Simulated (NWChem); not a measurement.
System: ZnH₂; SMILES [ZnH2]

NWChem input:

```
start job
memory heap 200 mb stack 900 mb global 1100 mb
geometry units angstroms noautoz
  Zn     0.000000     0.000000     0.000000
  H      0.000000     0.000000    -1.550130
  H      0.000000     0.000000     1.550130
end
basis spherical
  * library def2-svp
end
dft
  xc xpbe96 cpbe96
  iterations 150
  mulliken
end
task dft energy
```

Excerpt of the output:

```
             Northwest Computational Chemistry Package (NWChem) 7.3.0
             --------------------------------------------------------

 ORDER OF PRIMARY AXIS IS BEING SET TO 4
 D4H symmetry detected

                             Geometry "geometry" -> ""
                             -------------------------

 Output coordinates in angstroms (scale by  1.889725989 to convert to a.u.)

  No.       Tag          Charge          X              Y              Z
 ---- ---------------- ---------- -------------- -------------- --------------
    1 Zn                  30.0000     0.00000000     0.00000000     0.00000000
    2 H                    1.0000     0.00000000     0.00000000    -1.55013000
    3 H                    1.0000     0.00000000     0.00000000     1.55013000

 Effective nuclear repulsion energy (a.u.)      20.6532507367

      Symmetry information
      --------------------

 Group name             D4h
 Group number             28
 Group order              16
 No. of unique centers     2

  pbe96 is a nonlocal functional; adding pw91lda local functional.

                                 NWChem DFT Module
                                 -----------------

 Summary of "ao basis" -> "ao basis" (spherical)
 ------------------------------------------------------------------------------
       Tag                 Description            Shells   Functions and Types
 ---------------- ------------------------------  ------  ---------------------
 Zn                         def2-svp                11       31   5s3p2d1f
 H                          def2-svp                 3        5   2s1p

      Symmetry analysis of basis
      --------------------------

        a1g        10
        a1u         0
        a2g         0
        a2u         7
        b1g         2
        b1u         1
        b2g         2
        b2u         1
        eg          6
        eu         12

            General Information
            -------------------
          SCF calculation type: DFT
          Wavefunction type:  closed shell.
          No. of atoms     :     3
          No. of electrons :    32
           Alpha electrons :    16
            Beta electrons :    16
          Charge           :     0
          Spin multiplicity:     1
          Use of symmetry is: on ; symmetry adaption is: on
          Maximum number of iterations: 150
          AO basis - number of functions:    41
                     number of shells:    17
          Convergence on energy requested:  1.00D-06
          Convergence on density requested:  1.00D-05
          Convergence on gradient requested:  5.00D-04

              XC Information
              --------------
          PerdewBurkeErnzerhof Exchange Functional  1.000
            Perdew 1991 LDA Correlation Functional  1.000 local
           PerdewBurkeErnz. Correlation Functional  1.000 non-local

             Grid Information
             ----------------
          Grid used for XC integration:  medium
          Radial quadrature: Mura-Knowles
          Angular quadrature: Lebedev.
          Tag              B.-S. Rad. Rad. Pts. Rad. Cut. Ang. Pts.
          ---              ---------- --------- --------- ---------
          Zn                  1.35      112           7.0       590
          H                   0.35       45           9.0       434
          Grid pruning is: on
          Number of quadrature shells:   157
          Spatial weights used:  Erf1

      Superposition of Atomic Density Guess
      -------------------------------------

 Sum of atomic energies:       -1778.56003794

      Non-variational initial energy
      ------------------------------

 Total energy =   -1778.659028
 1-e energy   =   -2525.927011
 2-e energy   =     726.614733
 HOMO         =      -0.306953
 LUMO         =       0.070304

      Symmetry analysis of molecular orbitals - initial
      -------------------------------------------------

 !! scf_movecs_sym_adapt:    6 vectors were symmetry contaminated

  Symmetry fudging

 !! scf_movecs_sym_adapt:    4 vectors were symmetry contaminated

  Numbering of irreducible representations:

     1 a1g         2 a1u         3 a2g         4 a2u         5 b1g
     6 b1u         7 b2g         8 b2u         9 eg         10 eu

  Orbital symmetries:

     1 a1g         2 a1g         3 a2u         4 eu          5 eu
     6 a1g         7 a2u         8 eu          9 eu         10 a1g
    11 eg         12 eg         13 b1g        14 b2g        15 a1g
    16 a2u        17 a1g        18 eu         19 eu         20 a1g
    21 a2u        22 a1g        23 a2u        24 eg         25 eg
    26 a1g

     ---------------------------------------------
      Total Density - Mulliken Population Analysis
     ---------------------------------------------

    Atom       Charge   Shell Charges
 -----------   ------   -------------------------------------------------------
    1 Zn  30    29.40   2.00  2.00  2.00  0.89  0.24  6.00  5.99  0.32  8.03  1.93  0.00
    2 H    1     1.30   0.69  0.60  0.01
    3 H    1     1.30   0.69  0.60  0.01

   convergence    iter        energy       DeltaE   RMS-Dens  Diis-err
 ---------------- ----- ----------------- --------- --------- ---------
 d= 0,ls=0.0,diis     1  -1779.9996069809 -1.80D+03  1.71D-02  7.76D-02
 d= 0,ls=0.0,diis     2  -1780.0071390613 -7.53D-03  3.25D-03  1.18D-01
 d= 0,ls=0.0,diis     3  -1780.0135559290 -6.42D-03  2.32D-03  6.34D-03
 d= 0,ls=0.0,diis     4  -1780.0140425741 -4.87D-04  6.16D-04  3.95D-04
 d= 0,ls=0.0,diis     5  -1780.0140948924 -5.23D-05  4.13D-05  1.30D-06
 d= 0,ls=0.0,diis     6  -1780.0140952055 -3.13D-07  2.83D-06  1.12D-08

         Total DFT energy =    -1780.014095205481
      One electron energy =    -2523.256781355586
           Coulomb energy =      794.105391625154
    Exchange-Corr. energy =      -71.515956211749
 Nuclear repulsion energy =       20.653250736701

 Numeric. integr. density =       31.999985054402

                  Occupations of the irreducible representations
                  ----------------------------------------------

                     irrep           alpha         beta
                     --------     --------     --------
                     a1g               5.0          5.0
                     a1u               0.0          0.0
                     a2g               0.0          0.0
                     a2u               3.0          3.0
                     b1g               1.0          1.0
                     b1u               0.0          0.0
                     b2g               1.0          1.0
                     b2u               0.0          0.0
                     eg                2.0          2.0
                     eu                4.0          4.0

                       DFT Final Molecular Orbital Analysis
                       ------------------------------------

 Vector   14  Occ=2.000000D+00  E=-3.999671D-01  Symmetry=eg
              MO Center= -9.4D-15,  1.0D-14, -8.1D-16, r^2= 2.8D-01
   Bfn.  Coefficient  Atom+Function         Bfn.  Coefficient  Atom+Function
  ----- ------------  ---------------      ----- ------------  ---------------
    16      0.642842  1 Zn d -1              18      0.539638  1 Zn d  1
    21      0.240970  1 Zn d -1              23      0.202284  1 Zn d  1

 Vector   15  Occ=2.000000D+00  E=-2.973820D-01  Symmetry=a1g
              MO Center=  1.1D-18,  5.8D-17, -4.1D-15, r^2= 2.2D+00
   Bfn.  Coefficient  Atom+Function         Bfn.  Coefficient  Atom+Function
  ----- ------------  ---------------      ----- ------------  ---------------
     4      0.657318  1 Zn s                  3     -0.342442  1 Zn s
    17     -0.316716  1 Zn d  0              32      0.197297  2 H  s
    37      0.197297  3 H  s                 22     -0.109062  1 Zn d  0
    33      0.085200  2 H  s                 38      0.085200  3 H  s
     5      0.081721  1 Zn s                  2      0.075835  1 Zn s

 Vector   16  Occ=2.000000D+00  E=-2.409664D-01  Symmetry=a2u
              MO Center= -1.7D-16, -3.0D-16,  1.3D-15, r^2= 3.0D+00
   Bfn.  Coefficient  Atom+Function         Bfn.  Coefficient  Atom+Function
  ----- ------------  ---------------      ----- ------------  ---------------
    32      0.325786  2 H  s                 37     -0.325786  3 H  s
    14     -0.288215  1 Zn pz                33      0.275132  2 H  s
    38     -0.275132  3 H  s                 11      0.165830  1 Zn pz
     8     -0.054653  1 Zn pz

 Vector   17  Occ=0.000000D+00  E= 9.393531D-03  Symmetry=eu
              MO Center=  8.5D-17, -1.6D-16, -2.5D-16, r^2= 2.2D+00
   Bfn.  Coefficient  Atom+Function         Bfn.  Coefficient  Atom+Function
  ----- ------------  ---------------      ----- ------------  ---------------
    13      0.955857  1 Zn py                12      0.373686  1 Zn px
    10     -0.257755  1 Zn py                 9     -0.100768  1 Zn px
     7      0.082552  1 Zn py                 6      0.032273  1 Zn px

 Vector   18  Occ=0.000000D+00  E= 9.393531D-03  Symmetry=eu
              MO Center= -9.3D-16, -5.6D-17, -5.7D-16, r^2= 2.2D+00
   Bfn.  Coefficient  Atom+Function         Bfn.  Coefficient  Atom+Function
  ----- ------------  ---------------      ----- ------------  ---------------
    12      0.955857  1 Zn px                13     -0.373686  1 Zn py
     9     -0.257755  1 Zn px                10      0.100768  1 Zn py
     6      0.082552  1 Zn px                 7     -0.032273  1 Zn py

 Vector   19  Occ=0.000000D+00  E= 1.406691D-02  Symmetry=a1g
              MO Center=  2.6D-16,  5.6D-16, -1.3D-15, r^2= 4.5D+00
   Bfn.  Coefficient  Atom+Function         Bfn.  Coefficient  Atom+Function
  ----- ------------  ---------------      ----- ------------  ---------------
     5      0.970840  1 Zn s                 33     -0.857675  2 H  s
    38     -0.857675  3 H  s                  4      0.748712  1 Zn s
    32     -0.267979  2 H  s                 37     -0.267979  3 H  s
    17      0.244390  1 Zn d  0               3     -0.215806  1 Zn s
    22      0.049188  1 Zn d  0               2      0.042143  1 Zn s

     ---------------------------------------------
      Total Density - Mulliken Population Analysis
     ---------------------------------------------

    Atom       Charge   Shell Charges
 -----------   ------   -------------------------------------------------------
    1 Zn  30    29.65   2.00  2.00  2.00  1.14  0.10  6.00  6.00  0.50  7.94  1.96  0.00
    2 H    1     1.18   0.68  0.48  0.01
    3 H    1     1.18   0.68  0.48  0.01

     -------------------------------------------
      Total Density - Lowdin Population Analysis
     -------------------------------------------

    Atom       Charge   Shell Charges
 -----------   ------   -------------------------------------------------------
    1 Zn  30    29.57   2.00  2.00  1.97  0.78  0.33  5.99  5.91  0.68  7.73  2.18  0.00
    2 H    1     1.22   0.63  0.57  0.02
    3 H    1     1.22   0.63  0.57  0.02

     Multipole analysis of the density
     ---------------------------------

     L   x y z        total         alpha         beta         nuclear
     -   - - -        -----         -----         ----         -------
     0   0 0 0     -0.000000    -16.000000    -16.000000     32.000000

     1   1 0 0     -0.000000     -0.000000     -0.000000      0.000000
     1   0 1 0      0.000000      0.000000      0.000000      0.000000
     1   0 0 1      0.000000      0.000000      0.000000      0.000000

     2   2 0 0    -11.083513     -5.541757     -5.541757      0.000000
     2   1 1 0     -0.000000     -0.000000     -0.000000      0.000000
     2   1 0 1     -0.000000     -0.000000     -0.000000      0.000000
     2   0 2 0    -11.083513     -5.541757     -5.541757      0.000000
     2   0 1 1      0.000000      0.000000      0.000000      0.000000
     2   0 0 2    -15.300657    -16.231250    -16.231250     17.161842
```

Level: PBE/def2-SVP. Structure relaxed at the PBE0/def2-SVP level.
